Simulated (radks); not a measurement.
Radial electron density D(r) = 4 pi r^2 rho(r) of an atom or ion with 65 electrons. Method: Dirac Kohn-Sham, exchange-only LDA, spin-unpolarised, spherical densities, finite nucleus; Fermi nuclear charge, rms radius of each element as measured or else 0.836 A^(1/3) + 0.57 fm; computed with a radial shooting solver on a logarithmic mesh with Libxc functionals.

```
   r/bohr * D(r) (the largest magnitude, 117, reaches the edge; | marks zero)
0.0008829 | *
 0.001028 | *
 0.001206 |  *
 0.001404 |   *
 0.001635 |    *
 0.001903 |     *
 0.002216 |       *
   0.0026 |         *
 0.003027 |           *
 0.003524 |              *
 0.004102 |                 *
 0.004775 |                    *
 0.005604 |                        *
 0.006524 |                            *
 0.007595 |                                *
 0.008842 |                                   *
  0.01038 |                                      *
  0.01208 |                                         *
  0.01406 |                                          *
  0.01637 |                                         *
  0.01906 |                                        *
  0.02236 |                                      *
  0.02604 |                                     *
  0.03031 |                                     *
  0.03529 |                                       *
  0.04108 |                                           *
  0.04821 |                                                *
  0.05612 |                                                    *
  0.06533 |                                                      *
  0.07606 |                                                    *
  0.08854 |                                               *
   0.1039 |                                          *
    0.121 |                                         *
   0.1408 |                                           *
   0.1639 |                                               *
   0.1908 |                                                *
    0.224 |                                          *
   0.2607 |                                *
   0.3035 |                        *
   0.3534 |                    *
   0.4114 |                      *
   0.4827 |                         *
    0.562 |                       *
   0.6542 |                  *
   0.7616 |             *
   0.8867 |         *
    1.041 |      *
    1.211 |     *
     1.41 |    *
    1.642 |  *
    1.927 | *
    2.243 |*
    2.611 |*
     3.04 *
    3.539 *
    4.153 *
    4.834 *
    5.628 *
    6.552 *
    7.627 *
    8.951 *
    10.42 *
```

What is the nuclear charge?

Answer. Z = 66. The innermost maximum, from 1s, lies near gamma/Z bohr with gamma = sqrt(1 - (Z/c)^2) = 0.876, here 0.0133 bohr (found: 0.0146), and its height grows with Z. The density is that of the dysprosium ion Dy+ in [Xe] 4f10 6s1; the configuration itself is not fixed sharply by these data, and Z only to a few units. D(r) has 4 maxima, at r = 0.0146, 0.0648, 0.180, 0.494 bohr, and minima at 0.0284, 0.119, 0.353 bohr, inside which lie 2.02, 11.19, 29.46 electrons.
